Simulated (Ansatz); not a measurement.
A calculation with Ansatz (development build ahead of 0.2.0).

```yaml
crystal:
  periodic: [false, false, false]
  atoms:
    - { symbol: H, position_ang: [-0.93, -0.93, -0.93] }
    - { symbol: Li, position_ang: [-0.93, -0.93, 0.93] }
    - { symbol: Li, position_ang: [-0.93, 0.93, -0.93] }
    - { symbol: H, position_ang: [-0.93, 0.93, 0.93] }
    - { symbol: Li, position_ang: [0.93, -0.93, -0.93] }
    - { symbol: H, position_ang: [0.93, -0.93, 0.93] }
    - { symbol: H, position_ang: [0.93, 0.93, -0.93] }
    - { symbol: Li, position_ang: [0.925, 0.93, 0.93] }
basis:
  gaussian: { orbitals: cc-pVDZ }
hamiltonian:
  xc: hf
correlation:
  method: mp2
  frozen_orbitals: { H: 0, Li: 0 }
```

The input is written out in the form of the current development build from the run's settings.

Results

```
Converged                       : yes
Reference energy                : -32.14439 hartree
Correlation energy              : -0.10966 hartree
Total energy                    : -32.25405 hartree
Spin squared of the determinant : 0.000
```
